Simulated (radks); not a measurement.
Effect of the nuclear size on neutral krypton, [Kr]. All-electron calculation, Dirac Kohn-Sham, BLYP, spin-unpolarised, spherical densities, finite nucleus; Fermi nuclear charge, rms radius 4.1884 fm. Program: a radial shooting solver on a logarithmic mesh with Libxc functionals. The rms radius is varied about that value; shifts are against it.

\begin{tabular}{lrrrrrrr}
rms radius (fm) & total energy shift (eV) & density at nucleus (e/bohr^3) & 1s1/2 shift (meV) & 2s1/2 shift (meV) & 3s1/2 shift (meV) & 3p1/2 shift (meV) & 4s1/2 shift (meV) \\ \hline
3.6858 & -0.142 & 4.994e+04 & -60.1 & -6.10 & -0.972 & 0.087 & -0.110 \\
3.9078 & -0.0811 & 4.97e+04 & -34.4 & -3.49 & -0.557 & 0.050 & -0.063 \\
4.1884 & 0 & 4.943e+04 & 0.000 & 0.000 & 0.000 & 0.000 & 0.000 \\
4.4481 & 0.0797 & 4.919e+04 & 33.8 & 3.43 & 0.547 & -0.049 & 0.062 \\
4.913 & 0.233 & 4.88e+04 & 99.0 & 10.0 & 1.60 & -0.143 & 0.182 \\
\end{tabular}

Slopes of the eigenvalues against <r^2> in GHz/fm^2, as finite differences over the two radii next to the reference (eigenvalue slopes, not the field-shift constants of lines): 1s1/2 3650, 2s1/2 371, 3s1/2 59.1, 3p1/2 -5.29, 4s1/2 6.71.
